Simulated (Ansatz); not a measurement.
The cluster MgAg₆⁺. Total charge 1; doublet. Geometry PBE-D4/def2-SVP.

Cartesian coordinates in Å:
```
Mg 1.1834 -1.4394 -0.3603
Ag -1.1805 2.0439 -0.3995
Ag -1.7714 -0.4448 0.6680
Ag -0.7536 -0.2143 -1.9534
Ag 1.6611 1.0348 -1.3674
Ag 0.6781 0.7901 1.2499
Ag 0.1829 -1.7703 2.1628
```

In the def2 sets Ag takes a core potential; there is no spin–orbit coupling. No other spin state of charge 1 was run. Another isomer (doublet) lies 0.14 eV lower at PBE0-D4/def2-TZVP; other spin states weren't run for this one.

**Question.** Estimate the α-spin orbital energies around the gap (eV) in Ansatz with PBE-D4/def2-SVP, PBE-D4/def2-TZVP, r2SCAN-D4/def2-TZVP, PBE0-D4/def2-SVP, PBE0-D4/def2-TZVP.

**Answer.** 
| orbital | PBE-D4/def2-SVP | PBE-D4/def2-TZVP | r2SCAN-D4/def2-TZVP | PBE0-D4/def2-SVP | PBE0-D4/def2-TZVP |
| --- | --- | --- | --- | --- | --- |
| HOMO−9 | -11.35 | -11.29 | -11.49 | -12.99 | -12.91 |
| HOMO−8 | -11.33 | -11.26 | -11.46 | -12.88 | -12.82 |
| HOMO−7 | -11.22 | -11.16 | -11.36 | -12.85 | -12.79 |
| HOMO−6 | -11.19 | -11.13 | -11.33 | -12.82 | -12.74 |
| HOMO−5 | -11.09 | -11.02 | -11.21 | -12.71 | -12.62 |
| HOMO−4 | -11.05 | -10.98 | -11.18 | -12.65 | -12.57 |
| HOMO−3 | -10.97 | -10.90 | -11.10 | -12.57 | -12.49 |
| HOMO−2 | -9.51 | -9.51 | -9.50 | -9.99 | -9.98 |
| HOMO−1 | -8.90 | -8.90 | -8.87 | -9.33 | -9.33 |
| HOMO | -8.60 | -8.61 | -8.64 | -9.03 | -9.03 |
| LUMO | -6.82 | -6.84 | -6.64 | -6.03 | -6.04 |
| LUMO+1 | -6.72 | -6.74 | -6.52 | -5.94 | -5.96 |
| LUMO+2 | -6.39 | -6.42 | -6.21 | -5.57 | -5.58 |
| LUMO+3 | -5.74 | -5.79 | -5.67 | -5.10 | -5.13 |
| LUMO+4 | -5.71 | -5.74 | -5.55 | -5.06 | -5.08 |
| LUMO+5 | -5.35 | -5.42 | -5.21 | -4.70 | -4.75 |
| β HOMO | -8.82 | -8.82 | -8.76 | -9.21 | -9.21 |
| β LUMO | -8.27 | -8.28 | -8.03 | -7.40 | -7.39 |
